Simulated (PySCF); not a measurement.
# Potential energy of MgBe along the bond

Set-up: PySCF, no relativity, basis sets Mg def2-SVPD, Be def2-SVPD. Energies in eV from Mg + Be in their ground configurations at the same level. State: ¹Σ⁺ (singlet), closed shell.

All columns are PBE0. A positive dipole means Mg(−)Be(+).

| R (Å) | E (eV) | μ (D) | Mulliken charge on Mg (basis-dependent) | HOMO (eV) | LUMO (eV) | Mayer bond order | ⟨S²⟩ |
| --- | --- | --- | --- | --- | --- | --- | --- |
| 2.643 | -0.083 | -0.69 | -0.15 | -4.71 | -1.89 | 0.79 | 0.00 |
| 2.766 | -0.145 | -0.68 | -0.12 | -4.78 | -1.82 | 0.71 | 0.00 |
| 2.889 | -0.176 | -0.66 | -0.09 | -4.86 | -1.75 | 0.64 | 0.00 |
| 2.981 | -0.186 | -0.64 | -0.07 | -4.92 | -1.75 | 0.58 | 0.00 |
| 3.073 | -0.188 | -0.61 | -0.05 | -4.97 | -1.75 | 0.53 | 0.00 |
| 3.165 | -0.185 | -0.59 | -0.04 | -5.02 | -1.74 | 0.48 | 0.00 |
| 3.288 | -0.174 | -0.55 | -0.03 | -5.08 | -1.73 | 0.41 | 0.00 |
| 3.442 | -0.156 | -0.50 | -0.01 | -5.15 | -1.72 | 0.34 | 0.00 |
| 3.626 | -0.131 | -0.44 | 0.00 | -5.22 | -1.70 | 0.27 | 0.00 |
| 3.872 | -0.099 | -0.35 | 0.00 | -5.30 | -1.66 | 0.20 | 0.00 |

A fit through these points gives, at Re = 3.056 Å, μ = -0.62 D and dμ/dR = 0.252 D/Å; the reduced mass is 6.551 u.

**Question.** How strong is the fundamental in the double-harmonic approximation, I = 42.26·(dμ/dR)²/μred km/mol?

**Answer.** I = 42.26·(0.252)²/6.551 = 0.410 km/mol at PBE0.

Closed-shell solutions of metal pairs were not tested for spin polarisation, which can lower them a little. The bond is weak. Basis-set superposition, not corrected here, can be much of De in a small basis, most of all at correlated wavefunction levels. Functionals without a dispersion term scatter widely for such bonds, and LDA overbinds them.
